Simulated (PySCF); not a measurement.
Compound: 1-bromo-4-ethynylbenzene, C₈H₅Br.
InChI=1S/C8H5Br/c1-2-7-3-5-8(9)6-4-7/h1,3-6H

Level of theory: PBE0-D3(BJ)/def2-SVP geometry optimisation, gas phase in PySCF.

Masses are those of the commonest isotopes; rigid-rotor values at the optimised geometry. 

**Question.** What are A, B and C (GHz)?

**Answer.** Ia = 89.12, Ib = 1078.83, Ic = 1167.95 u·Å²; 505379 MHz·u·Å²/I gives 5671, 468.4 and 432.7 MHz, that is A = 5.6710, B = 0.4684, C = 0.4327 GHz.

**Question.** What kind of rotor is it?

**Answer.** A near-prolate asymmetric top; Ray's κ = -0.986.

**Question.** Is it planar, by Δ = Ic − Ia − Ib?

**Answer.** Planar: Δ = Ic − Ia − Ib = 0.00 u·Å². For a rigid frame Δ = −2 Σ m c², so it vanishes when all atoms lie in the ab plane; here none is more than 0.01 Å from it.

**Question.** Give the coordinates in the principal-axis frame, origin at the centre of mass.

**Answer.** The sense of each axis is arbitrary; atoms in the order of the calculation.
```json
{"atom": "C1", "mass (u)": "12.000", "a (Å)": "4.994", "b (Å)": "-0.001", "c (Å)": "0.001"}
{"atom": "C2", "mass (u)": "12.000", "a (Å)": "3.781", "b (Å)": "0.000", "c (Å)": "0.000"}
{"atom": "C3", "mass (u)": "12.000", "a (Å)": "2.353", "b (Å)": "0.000", "c (Å)": "0.000"}
{"atom": "C4", "mass (u)": "12.000", "a (Å)": "1.638", "b (Å)": "1.210", "c (Å)": "0.000"}
{"atom": "C5", "mass (u)": "12.000", "a (Å)": "0.249", "b (Å)": "1.213", "c (Å)": "0.000"}
{"atom": "C6", "mass (u)": "12.000", "a (Å)": "-0.440", "b (Å)": "0.000", "c (Å)": "0.000"}
{"atom": "Br7", "mass (u)": "78.918", "a (Å)": "-2.324", "b (Å)": "0.000", "c (Å)": "0.000"}
{"atom": "C8", "mass (u)": "12.000", "a (Å)": "0.248", "b (Å)": "-1.213", "c (Å)": "0.000"}
{"atom": "C9", "mass (u)": "12.000", "a (Å)": "1.638", "b (Å)": "-1.209", "c (Å)": "0.000"}
{"atom": "H10", "mass (u)": "1.008", "a (Å)": "6.069", "b (Å)": "-0.001", "c (Å)": "0.001"}
{"atom": "H11", "mass (u)": "1.008", "a (Å)": "2.185", "b (Å)": "2.154", "c (Å)": "0.000"}
{"atom": "H12", "mass (u)": "1.008", "a (Å)": "-0.303", "b (Å)": "2.155", "c (Å)": "0.000"}
{"atom": "H13", "mass (u)": "1.008", "a (Å)": "-0.303", "b (Å)": "-2.155", "c (Å)": "0.000"}
{"atom": "H14", "mass (u)": "1.008", "a (Å)": "2.184", "b (Å)": "-2.153", "c (Å)": "0.000"}
```

**Question.** List the rotational levels J(Ka,Kc) to J = 2 (cm⁻¹).

**Answer.** Above 0(0,0):
J = 1: 1(0,1) 0.0301, 1(1,1) 0.2036, 1(1,0) 0.2048
J = 2: 2(0,2) 0.0902, 2(1,2) 0.2625, 2(1,1) 0.2661, 2(2,1) 0.7867, 2(2,0) 0.7867

**Question.** Predict some low-J microwave lines.

**Answer.** The dipole components are |μa| = 0.95 D, |μb| = 0.00 D, |μc| = 0.00 D; the symmetry axis of this C2v structure is a, so μb and μc vanish by symmetry and there are no b-type or c-type lines. Some lines, for components of 0.1 D or more:

```tsv
type	branch	J(Ka,Kc)	MHz	lower level (cm⁻¹)
a	Q	4(1,3) ← 4(1,4)	357	0.469
a	R	1(0,1) ← 0(0,0)	901	0.000
a	R	2(1,2) ← 1(1,1)	1767	0.204
a	R	2(1,1) ← 1(1,0)	1838	0.205
a	R	3(2,2) ← 2(2,1)	2703	0.787
a	R	3(2,1) ← 2(2,0)	2704	0.787
a	R	3(1,2) ← 2(1,1)	2757	0.266
a	R	4(0,4) ← 3(0,3)	3603	0.180
a	R	4(3,2) ← 3(3,1)	3605	1.748
a	R	4(3,1) ← 3(3,0)	3605	1.748
a	R	4(2,2) ← 3(2,1)	3606	0.877
a	R	5(1,5) ← 4(1,4)	4416	0.469
a	R	5(0,5) ← 4(0,4)	4502	0.301
a	R	5(2,4) ← 4(2,3)	4505	0.997
a	R	5(4,2) ← 4(4,1)	4506	3.087
a	R	5(3,3) ← 4(3,2)	4506	1.868
a	R	5(1,4) ← 4(1,3)	4594	0.481
```

**Question.** Estimate the classical rotational partition function at 25 K, 50 K and 500 K.

**Answer.** Point group C2v, symmetry number σ = 2; q = (√π/σ)·√((kT/h)³/(ABC)), k/h = 20836.6 MHz/K: 9830 at 25 K, 27800 at 50 K, 879000 at 500 K.

PBE0-D3(BJ)/def2-SVP frequencies: not computed here. Zero-point vibration and centrifugal distortion are left out. Quadrupole hyperfine structure (79Br) is left out.
